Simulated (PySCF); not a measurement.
C5H10P2.
SMILES: `C=CPC(=C)PC`

The calculation used PySCF 2.14.0, density-fitted response routines, TDDFT wB97X-D/def2-SVPD, vertical, gas phase, core orbitals frozen in the response. Geometry: GFN2-xTB, one conformer, isolated molecule. GFN2-xTB frequencies show an imaginary mode (23i cm⁻¹), so this geometry is no minimum at that level.

Orbital energies (eV): HOMO-3 -10.59, HOMO-2 -9.68, HOMO-1 -8.99, HOMO -8.39, LUMO 1.00, LUMO+1 1.83, LUMO+2 1.91.

Lowest singlets, with some entries withheld (?).

```json
{"state": "S1", "E (eV)": "?", "f": "0.066", "main configurations (H = HOMO, L = LUMO)": "H→L (86%)"}
{"state": "S2", "E (eV)": "5.58", "f": "?", "main configurations (H = HOMO, L = LUMO)": "?"}
{"state": "S3", "E (eV)": "6.00", "f": "0.021", "main configurations (H = HOMO, L = LUMO)": "H→L+2 (84%)"}
{"state": "S4", "E (eV)": "6.05", "f": "?", "main configurations (H = HOMO, L = LUMO)": "?"}
{"state": "S5", "E (eV)": "6.44", "f": "0.144", "main configurations (H = HOMO, L = LUMO)": "H-2→L (51%), H-1→L+1 (15%), H-1→L+2 (9%)"}
{"state": "S6", "E (eV)": "?", "f": "0.0052", "main configurations (H = HOMO, L = LUMO)": "H-1→L+1 (37%), H-1→L+2 (17%), H→L+1 (15%)"}
{"state": "S7", "E (eV)": "6.66", "f": "0.213", "main configurations (H = HOMO, L = LUMO)": "?"}
{"state": "S8", "E (eV)": "6.72", "f": "?", "main configurations (H = HOMO, L = LUMO)": "H→L+3 (42%), H→L+5 (10%), H→L+6 (10%)"}
```

(1) What stands in place of each question mark?

(2) Where do the lowest triplets lie (Tamm–Dancoff)?

(3) How far apart are S4 and S7, in eV and cm⁻¹?

(4) What is the mean static polarisability from the same response equations?

Answers

(1) 
- S1: E = 5.30 eV
- S2: f = 0.026; H-1→L (75%), H→L+1 (14%)
- S4: f = 0.090; H→L+1 (55%), H-1→L+1 (13%), H-1→L (12%)
- S6: E = 6.53 eV
- S7: H-1→L+2 (48%), H-2→L (15%), H-1→L+1 (10%)
- S8: f = 0.046

(2) T1 3.99 eV, H→L (59%), H→L+1 (12%); T2 4.41 eV, H-2→L (42%), H-2→L+1 (14%), H-3→L (9%); T3 5.27 eV, H-1→L (55%). E(S1) − E(T1) = +1.31 eV.

(3) 6.662 − 6.048 = 0.614 eV, or about 4950 cm⁻¹.

(4) 112.2 au (16.63 Å³), with principal values 94.2, 110.9 and 131.5 au.
